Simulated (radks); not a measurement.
Results of a calculation; reference values are marked as such.
Species: the titanium ion Ti2+. Configuration: [Ar] 3d2.

Level of theory: Dirac Kohn-Sham, BLYP, spin-unpolarised, spherical densities, finite nucleus; open shells fill j = l - 1/2 first; Fermi nuclear charge, rms radius 3.5921 fm (a radial shooting solver on a logarithmic mesh with Libxc functionals).

Energy parts (hartree):
| part | energy |
|---|---|
| total | -853.07015 |
| kinetic | 861.44962 |
| electron-nucleus | -2017.38414 |
| Hartree | 344.74155 |
| exchange-correlation | -41.87718 |

Orbitals (lengths in bohr, moments of r in powers of bohr; r(max) is where P^2 peaks; r(90%) holds 90 % of the orbital's charge):
| orbital | occ. | eigenvalue (hartree) | r(90%) | r(max) |
|---|---|---|---|---|
| 1s1/2 | 2 | -179.5688 | 0.124 | 0.04554 |
| 2s1/2 | 2 | -20.31342 | 0.505 | 0.2689 |
| 2p1/2 | 2 | -17.05826 | 0.474 | 0.2179 |
| 2p3/2 | 4 | -16.84576 | 0.478 | 0.2201 |
| 3s1/2 | 2 | -2.87928 | 1.51 | 0.8688 |
| 3p1/2 | 2 | -2.02398 | 1.66 | 0.8963 |
| 3p3/2 | 4 | -1.99959 | 1.67 | 0.9027 |
| 3d3/2 | 2 | -0.72431 | 2.47 | 0.9682 |
| 3d5/2 | 0 | -0.72241 | 2.47 | 0.9704 |

The highest occupied level is 3d3/2 at -19.709 eV. For comparison, the ionisation energy in NIST's Atomic Spectra Database is 27.492 eV (measured). In exact Kohn-Sham theory the highest level is minus the ionisation energy, but local and semilocal functionals leave it too shallow, through self-interaction and a potential that decays too fast; potentials with the right tail come closer. The density falls to 0.001 e/bohr^3 at r = 3.17 bohr. Summed over all electrons, <r^2> = 16.84 bohr^2, which gives a Langevin (diamagnetic) susceptibility term of -13.3 x 10^-6 cm^3/mol.

Beside tabulated values, note that spin-unpolarised runs miss the spin-polarisation part of the exchange energy of open shells.
